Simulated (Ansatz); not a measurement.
```yaml
crystal:
  periodic: [true, true, true]
  atoms:
    - {symbol: C, position_ang: [-0.920003, 1.809632, -0.265338]}
    - {symbol: In, position_ang: [-0.215189, -0.124778, 0.284807]}
    - {symbol: C, position_ang: [1.231913, -1.628758, -0.145669]}
    - {symbol: F, position_ang: [-1.344971, -0.779834, 1.773187]}
    - {symbol: H, position_ang: [-0.340640, 2.245570, -1.078226]}
    - {symbol: H, position_ang: [-1.965250, 1.725501, -0.566446]}
    - {symbol: H, position_ang: [-0.868052, 2.459122, 0.609678]}
    - {symbol: H, position_ang: [1.897494, -1.342302, -0.958946]}
    - {symbol: H, position_ang: [1.816612, -1.815412, 0.756293]}
    - {symbol: H, position_ang: [0.708096, -2.548731, -0.409350]}
basis:
  gaussian: {orbitals: def2-TZVP, fitting: {mean_field: def2-universal-jkfit}}
hamiltonian: {xc: {name: BLYP}}
accuracy: high
```

```sh
$ ansatz run in.yaml --threads 4 --pin off --events-out ev --progress --plain --max-ram 10444MiB
```

**Question.** How does Ansatz answer? (Best estimate.)

**Answer.** The calculation gave: The input was rejected before any iteration.
```
Error: YAML parse error: error: line 2 column 3: crystal: missing field `lattice` (a structure is typed as `lattice` and `atoms`, a molecule's as `atoms` in Å alone, or read from a run's directory, `checkpoint`)
 --> <input>:2:3
  |
1 | crystal:
2 |   periodic: [true, true, true]
  |   ^ crystal: missing field `lattice` (a structure is typed as `lattice` and `atoms`, a molecule's as `atoms` in Å alone, or read from a run's directory, `checkpoint`)
3 |   atoms:
4 |     - {symbol: C, position_ang: [-0.920003, 1.809632, -0.265338]}
  |
```
